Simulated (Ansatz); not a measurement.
Reaction (redistribution): `O[SiH](Cl)[SiH2][SiH3]` + `[OH][W]([OH])([Cl])([Cl])([Cl])[Cl]` → `O[SiH](O)[SiH2][SiH3]` + `[OH][W]([Cl])([Cl])([Cl])([Cl])[Cl]`

Calculated with Ansatz (gas phase, PBE0-D4/def2-TZVP geometries, no zero-point term in ΔE). CCSD(T)/CBS is the MP2 limit (def2-TZVPP, def2-QZVPP) plus CCSD(T) − MP2 in def2-TZVPP, frozen cores. Elements past krypton have def2 core potentials. For W outer-core shells are correlated without core-valence functions, which leaves a few kJ/mol of doubt a bond. One conformer a species, not always the lowest.

`O[SiH](Cl)[SiH2][SiH3]`:

Cartesian coordinates in Å:
```
O -0.885 -1.774 -2.321
Si 0.028 -0.658 -1.543
Cl 1.915 -1.410 -1.148
Si -0.825 0.010 0.531
Si 0.722 1.388 1.618
H -1.119 -2.576 -1.850
H 0.191 0.449 -2.510
H -2.121 0.721 0.337
H -1.082 -1.214 1.343
H 0.141 1.939 2.872
H 1.092 2.518 0.725
H 1.942 0.608 1.946
```

`[OH][W]([OH])([Cl])([Cl])([Cl])[Cl]`:

```xyz
9

O     1.673   -0.264   -0.674
W    -0.111   -0.016   -0.279
O    -1.689    0.262    0.634
Cl    0.771    0.110    1.937
Cl    0.126    2.263   -0.586
Cl   -0.953   -0.136   -2.394
Cl   -0.405   -2.303   -0.115
H     2.443   -0.294   -0.098
H    -1.855    0.379    1.574
```

`O[SiH](O)[SiH2][SiH3]`:

Z-matrix (Å, degrees):
```
Si
O 1 1.648
Si 1 2.343 2 103.6
O 1 1.647 2 112.8 3 123.1
H 1 1.486 2 110.7 3 -121.9
H 2 0.959 1 117.8 3 173.6
Si 3 2.338 1 110.3 2 -45.6
H 3 1.491 1 109.5 2 -167.1
H 3 1.493 1 109.4 2 75.1
H 4 0.959 1 117.4 2 -68.0
H 7 1.488 3 111.2 1 -174.3
H 7 1.486 3 109.9 1 65.1
H 7 1.488 3 109.6 1 -54.4
```

`[OH][W]([Cl])([Cl])([Cl])([Cl])[Cl]`:

```xyz
8

O     1.069    1.178   -0.154
W    -0.062   -0.280   -0.026
Cl   -1.601    1.294    0.743
Cl    1.527   -1.724   -0.788
Cl   -1.714   -1.837    0.256
Cl    0.631   -0.730    2.119
Cl   -0.784   -0.011   -2.192
H     0.934    2.110    0.043
```

| species | HF/def2-TZVPP energy (Eh) |
| --- | --- |
| `O[SiH](Cl)[SiH2][SiH3]` | -1405.41764 |
| `[OH][W]([OH])([Cl])([Cl])([Cl])[Cl]` | -2055.58368 |
| `O[SiH](O)[SiH2][SiH3]` | -1021.38322 |
| `[OH][W]([Cl])([Cl])([Cl])([Cl])[Cl]` | -2439.60525 |

(1) Work out ΔE.

Largest T1 diagnostic among the species: 0.023, so the coupled-cluster value is less sure than usual.

Results:

(1) ΔE = (-1021.38322) + (-2439.60525) − (-1405.41764) − (-2055.58368) = 0.01285 Eh = +8.1 kcal/mol. CCSD(T)/CBS gives +5.3 kcal/mol.

In def2-TZVPP, CCSD(T) changes the Hartree–Fock value by −2.7 kcal/mol (the triples alone add −1.2 kcal/mol) and MP2 by −5.6 kcal/mol.
